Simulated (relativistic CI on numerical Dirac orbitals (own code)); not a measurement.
Radial parameters of Hg⁴⁴⁺

Method of calculation: Dirac-Coulomb-Breit CI, KLI orbitals optimised for each configuration, model QED, unscaled Slater integrals (own radial code, finite nucleus).

Slater integrals F^k, G^k are unscaled and averaged over j, outside the closed core [Ar] 3d10; ζ comes from projecting the Hamiltonian with its Breit term on Σ l·s of the shell.

- 4s²4p⁵4d: ζ(4p) = 755900, F^2(4p,4d) = 270670, G^1(4p,4d) = 333520, G^3(4p,4d) = 214360, ζ(4d) = 95130 cm⁻¹; <r>(4p) = 0.3703, <r^2>(4p) = 0.1554, <r>(4d) = 0.3686, <r^2>(4d) = 0.1553 (bohr units).
- 4s4p⁶4d: G^2(4s,4d) = 266460, ζ(4d) = 95567 cm⁻¹; <r>(4s) = 0.3597, <r^2>(4s) = 0.1456, <r>(4d) = 0.3686, <r^2>(4d) = 0.1554 (bohr units).
- 4s²4p⁵4f: ζ(4p) = 753910, F^2(4p,4f) = 275880, G^2(4p,4f) = 210430, G^4(4p,4f) = 156860, ζ(4f) = 17898 cm⁻¹; <r>(4p) = 0.3705, <r^2>(4p) = 0.1556, <r>(4f) = 0.3403, <r^2>(4f) = 0.1306 (bohr units).

Averages of the first 10 configurations, taken without configuration mixing, which lowers the lowest level and can move excited configurations by several eV; other configurations of the list can lie among them:

| Configuration | Parity | States | Average energy above the lowest level (eV) |
| --- | --- | --- | --- |
| 4s²4p⁶ | even | 1 | 0.3 |
| 4s²4p⁵4d | odd | 60 | 245.1 |
| 4s4p⁶4d | even | 20 | 469.7 |
| 4s²4p⁵4f | even | 84 | 475.8 |
| 4s4p⁶4f | odd | 28 | 700.7 |
| 4p⁶4d4f | odd | 140 | 1172.7 |
| 4s²4p⁵5s | odd | 12 | 893.9 |
| 4p⁶4d² | even | 45 | 944.1 |
| 4p⁵4d³ | odd | 720 | 1185.3 |
| 4p⁵4d²4f | even | 3780 | 1411.2 |
